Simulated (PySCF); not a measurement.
C3H15NSi3, singlet, geometry from GFN2-xTB, atoms displaced at random by about 0.08 Å a coordinate; PBE/STO-3G, gradient (PySCF).

Input for PySCF:
```python
from pyscf import gto, scf, dft

mol = gto.M(
    atom='''
Si    2.698304    0.606175   -0.205847
C     4.241945   -0.361291   -0.585723
Si    0.687739   -0.478670    0.284406
Si   -0.953317    0.801177    0.377790
N    -2.420083   -0.133128    0.006255
C    -2.570808   -1.543340    0.368427
C    -3.866245    0.380962   -0.515843
H     2.660411    1.324539   -1.459668
H     3.048704    1.652805    0.744088
H     5.156567    0.089886   -0.543848
H     4.081494   -1.106544   -1.198854
H     4.409540   -1.007715    0.492304
H     0.655346   -1.680289   -0.563492
H     1.059133   -1.228201    1.658729
H    -1.107275    1.805404   -0.409070
H    -1.271620    1.556494    1.655972
H    -1.720142   -1.928549    0.770609
H    -3.226741   -1.608173    1.399308
H    -3.208671   -2.155943   -0.420198
H    -4.139114   -0.310879   -1.389386
H    -4.407795    0.483859    0.192911
H    -3.649667    1.262841   -1.062784
''',
    basis='sto-3g',
    charge=0,
    spin=0,
    verbose=4,
)

mf = dft.RKS(mol)
mf.xc = 'pbe'
mf.grids.level = 1
mf.kernel()
g = mf.nuc_grad_method()
g.grid_response = True
grad = g.kernel()
```

Task: Write the output that PySCF gives for this input, abridged.

Result: 
```
PySCF version 2.14.0

[INPUT] verbose = 4
[INPUT] num. atoms = 22
[INPUT] num. electrons = 82
[INPUT] charge = 0
[INPUT] spin (= nelec alpha-beta = 2S) = 0
[INPUT] symmetry False subgroup None
[INPUT] Mole.unit = angstrom
[INPUT] Symbol           X                Y                Z      unit          X                Y                Z       unit  Magmom
[INPUT]  1 Si     2.698304000000   0.606175000000  -0.205847000000 AA    5.099055560818   1.145504733558  -0.388994453563 Bohr   0.0
[INPUT]  2 C      4.241945000000  -0.361291000000  -0.585723000000 AA    8.016114285468  -0.682741041270  -1.106856054859 Bohr   0.0
[INPUT]  3 Si     0.687739000000  -0.478670000000   0.284406000000 AA    1.299638355182  -0.904555204046   0.537449448183 Bohr   0.0
[INPUT]  4 Si    -0.953317000000   0.801177000000   0.377790000000 AA   -1.801508039892   1.514005107301   0.713919632599 Bohr   0.0
[INPUT]  5 N     -2.420083000000  -0.133128000000   0.006255000000 AA   -4.573294068716  -0.251575459511   0.011820236909 Bohr   0.0
[INPUT]  6 C     -2.570808000000  -1.543340000000   0.368427000000 AA   -4.858123038841  -2.916489917086   0.696226126895 Bohr   0.0
[INPUT]  7 C     -3.866245000000   0.380962000000  -0.515843000000 AA   -7.306144180469   0.719913843867  -0.974801993274 Bohr   0.0
[INPUT]  8 H      2.660411000000   1.324539000000  -1.459668000000 AA    5.027448168780   2.503015951305  -2.758372752792 Bohr   0.0
[INPUT]  9 H      3.048704000000   1.652805000000   0.744088000000 AA    5.761215594866   3.123348787312   1.406122532575 Bohr   0.0
[INPUT] 10 H      5.156567000000   0.089886000000  -0.543848000000 AA    9.744499372970   0.169859922433  -1.027723773392 Bohr   0.0
[INPUT] 11 H      4.081494000000  -1.106544000000  -1.198854000000 AA    7.712905839056  -2.091065104781  -2.265505723339 Bohr   0.0
[INPUT] 12 H      4.409540000000  -1.007715000000   0.492304000000 AA    8.332822935315  -1.904305361616   0.930319730028 Bohr   0.0
[INPUT] 13 H      0.655346000000  -1.680289000000  -0.563492000000 AA    1.238424456829  -3.175286020119  -1.064845553383 Bohr   0.0
[INPUT] 14 H      1.059133000000  -1.228201000000   1.658729000000 AA    2.001471299489  -2.320963515917   3.134543524874 Bohr   0.0
[INPUT] 15 H     -1.107275000000   1.805404000000  -0.409070000000 AA   -2.092446494578   3.411719104194  -0.773030265776 Bohr   0.0
[INPUT] 16 H     -1.271620000000   1.556494000000   1.655972000000 AA   -2.403013534519   2.941347374529   3.129333549948 Bohr   0.0
[INPUT] 17 H     -1.720142000000  -1.928549000000   0.770609000000 AA   -3.250597275362  -3.644429427804   1.456239959125 Bohr   0.0
[INPUT] 18 H     -3.226741000000  -1.608173000000   1.399308000000 AA   -6.097656764905  -3.039006530920   2.644308883913 Bohr   0.0
[INPUT] 19 H     -3.208671000000  -2.155943000000  -0.420198000000 AA   -6.063509413834  -4.074141810173  -0.794059138090 Bohr   0.0
[INPUT] 20 H     -4.139114000000  -0.310879000000  -1.389386000000 AA   -7.821791858353  -0.587476167879  -2.625559021305 Bohr   0.0
[INPUT] 21 H     -4.407795000000   0.483859000000   0.192911000000 AA   -8.329525363227   0.914360992906   0.364548956416 Bohr   0.0
[INPUT] 22 H     -3.649667000000   1.262841000000  -1.062784000000 AA   -6.896871075863   2.386423628872  -2.008370689570 Bohr   0.0

nuclear repulsion = 523.512522659704
number of shells = 42
number of NR pGTOs = 186
number of NR cGTOs = 62
basis = sto-3g
ecp = {}

******** <class 'pyscf.dft.rks.RKS'> ********
method = RKS
initial guess = minao
damping factor = 0
level_shift factor = 0
DIIS = <class 'pyscf.scf.diis.CDIIS'>
diis_start_cycle = 1
diis_space = 8
diis_damp = 0
SCF conv_tol = 1e-09
SCF conv_tol_grad = None
SCF max_cycles = 50
direct_scf = True
direct_scf_tol = 1e-13
XC library pyscf.dft.libxc version 7.1.2
    S. Lehtola, C. Steigemann, M. J. T. Oliveira, and M. A. L. Marques,  SoftwareX 7, 1–5 (2018)
XC functionals = pbe
    J. P. Perdew, K. Burke, and M. Ernzerhof,  Phys. Rev. Lett. 77, 3865 (1996)
    J. P. Perdew, K. Burke, and M. Ernzerhof,  Phys. Rev. Lett. 78, 1396 (1997)
    J. P. Perdew, K. Burke, and M. Ernzerhof,  Phys. Rev. Lett. 77, 3865 (1996)
    J. P. Perdew, K. Burke, and M. Ernzerhof,  Phys. Rev. Lett. 78, 1396 (1997)
radial grids:
    Treutler-Ahlrichs [JCP 102, 346 (1995); DOI:10.1063/1.469408] (M4) radial grids

becke partition: Becke, JCP 88, 2547 (1988); DOI:10.1063/1.454033
pruning grids: <function nwchem_prune>
grids dens level: 1
symmetrized grids: False
atomic radii adjust function: <function treutler_atomic_radii_adjust>
small_rho_cutoff = 0
Set gradient conv threshold to 3.16228e-05
Initial guess from minao.
tot grids = 76976
init E= -1033.31531757805
  HOMO = -0.264064562871806  LUMO = -0.016826713420713  gap/eV = 6.72768
cycle= 1 E= -1033.37833588326  delta_E= -0.063  |g|= 0.532  |ddm|= 5.35
  HOMO = 0.0949578813992276  LUMO = 0.1281248913133  gap/eV = 0.90252
cycle= 2 E= -1033.09877611341  delta_E= 0.28  |g|=  1.1  |ddm|= 2.38
  HOMO = -0.0524737571521694  LUMO = 0.12599322047157  gap/eV = 4.85633
cycle= 3 E= -1033.46705162969  delta_E= -0.368  |g|= 0.123  |ddm|= 1.81
  HOMO = -0.0303593170501938  LUMO = 0.130587238040977  gap/eV = 4.37958
cycle= 4 E= -1033.47145285435  delta_E= -0.0044  |g|= 0.0547  |ddm|= 0.265
  HOMO = -0.0350704567819082  LUMO = 0.127070839362236  gap/eV = 4.41209
cycle= 5 E= -1033.4724069879  delta_E= -0.000954  |g|= 0.00905  |ddm|= 0.0837
  HOMO = -0.0351773153081688  LUMO = 0.12683875371355  gap/eV = 4.40868
cycle= 6 E= -1033.47244295283  delta_E= -3.6e-05  |g|= 0.00164  |ddm|= 0.0199
  HOMO = -0.0352566086583435  LUMO = 0.127089431906663  gap/eV = 4.41766
cycle= 7 E= -1033.47244406473  delta_E= -1.11e-06  |g|= 0.000315  |ddm|= 0.00331
  HOMO = -0.0352902393820018  LUMO = 0.127078378454323  gap/eV = 4.41828
cycle= 8 E= -1033.47244409735  delta_E= -3.26e-08  |g|= 9.33e-05  |ddm|= 0.000575
  HOMO = -0.0353003544561982  LUMO = 0.127074864571535  gap/eV = 4.41845
cycle= 9 E= -1033.4724441005  delta_E= -3.15e-09  |g|= 1.67e-05  |ddm|= 0.000156
  HOMO = -0.0353009049126115  LUMO = 0.127076243843435  gap/eV = 4.41851
cycle= 10 E= -1033.47244410059  delta_E= -9.5e-11  |g|= 5.01e-06  |ddm|= 3.65e-05
  HOMO = -0.0353010465832653  LUMO = 0.127075217641414  gap/eV = 4.41848
Extra cycle  E= -1033.47244410059  delta_E= 1.36e-12  |g|= 5.17e-06  |ddm|= 1.82e-05
converged SCF energy = -1033.47244410059

******** <class 'pyscf.grad.rks.Gradients'> for <class 'pyscf.dft.rks.RKS'> ********
unit = Eh/Bohr
grid_response = True
--------------- RKS gradients ---------------
         x                y                z
0 Si     0.0055697579    -0.0173716591     0.0172846619
1 C     0.0369755024     0.0137632199    -0.1996841295
2 Si    -0.1140479984     0.0725976351    -0.0413550104
3 Si     0.0975980269     0.0277182879    -0.0867002502
4 N     0.0427115169     0.0020072366     0.0339114627
5 C     0.1355265172    -0.0246321591    -0.0279907346
6 C    -0.2515984208     0.0772385820     0.2276633683
7 H     0.0165405316    -0.0084854792     0.0051948771
8 H     0.0029452560     0.0030135935    -0.0059982662
9 H    -0.0611771805    -0.0447051212     0.0237947998
10 H     0.0089863772     0.0888425084     0.0968566465
11 H     0.0123176329    -0.0303733753     0.0606865369
12 H     0.0095410750    -0.0111077320     0.0045025854
13 H     0.0185330281    -0.0297354958     0.0389877737
14 H    -0.0020896048    -0.0895223020     0.0821278361
15 H    -0.0182759872     0.0155486140     0.0057544764
16 H    -0.0839569176     0.0440679717    -0.0077075550
17 H    -0.0124271154     0.0020245559     0.0444004850
18 H    -0.0363478899    -0.0146880440    -0.0262259533
19 H     0.0088564088    -0.0041586927    -0.0347818533
20 H     0.1854790708    -0.0271482472    -0.2175168094
21 H    -0.0016595870    -0.0448938973     0.0067950520
----------------------------------------------
```
